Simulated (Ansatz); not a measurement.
Ansatz (a first-principles code) job for 1-chlorobuta-1,2-diene (C4H5Cl), SMILES CC=C=CCl, PBE0/def2-SVPD. Coordinates come from a B3LYP-D3(BJ)/def2-SVP optimisation.

Ansatz 0.2 input:
```yaml
crystal:
  periodic: [false, false, false]
  atoms:
    - {symbol: C, position_ang: [-2.76421461, 0.49678919, 0.13305723]}
    - {symbol: C, position_ang: [-1.71446467, -0.54539924, -0.14587968]}
    - {symbol: C, position_ang: [-0.45837406, -0.30067469, -0.43495126]}
    - {symbol: C, position_ang: [0.79021755, -0.04851661, -0.72834486]}
    - {symbol: Cl, position_ang: [2.05297010, 0.09504710, 0.48702301]}
    - {symbol: H, position_ang: [-2.35218794, 1.51346777, 0.06893973]}
    - {symbol: H, position_ang: [-3.59854061, 0.40862936, -0.58341230]}
    - {symbol: H, position_ang: [-3.19054526, 0.35348764, 1.14042195]}
    - {symbol: H, position_ang: [-2.03680445, -1.59593186, -0.10043128]}
    - {symbol: H, position_ang: [1.15860122, 0.09135433, -1.74819788]}
basis:
  gaussian:
    orbitals: def2-SVPD
hamiltonian:
  xc: {name: PBE0}
```

Program output:

```
WARN ansatz: RAYON_NUM_THREADS=1 ignored (pool sized by the plan → 1); use --threads N
Functional definition: PBE0
integrals: 0.08 GiB planned
1282 factors; their error is unknown
mean field: 0.64 GiB planned
mean field evaluation 1: about -16729.2470 eV, gradient 4.4e1 eV
mean field evaluation 2: about -16727.1184 eV, gradient 5.1e1 eV
mean field evaluation 4: about -16734.4475 eV, gradient 4.0e0 eV
mean field evaluation 8: about -16734.4870 eV, gradient 9.5e-2 eV
mean field evaluation 16: about -16734.5397 eV, gradient 3.5e-5 eV
mean field -16734.53969019 eV, -614.9829905360 hartree, gradient 3.5e-5 eV, S^2 0.000000; 0 other end points of the search recorded, 0 dependent functions left out
reference -16734.53972892 eV, -614.9829919593 hartree; 23, 23 occupied and 124, 124 virtual orbitals, 1282 factors
Total energy: -16734.53972892 eV, -614.9829919593 hartree
```

Self-consistency was reached.
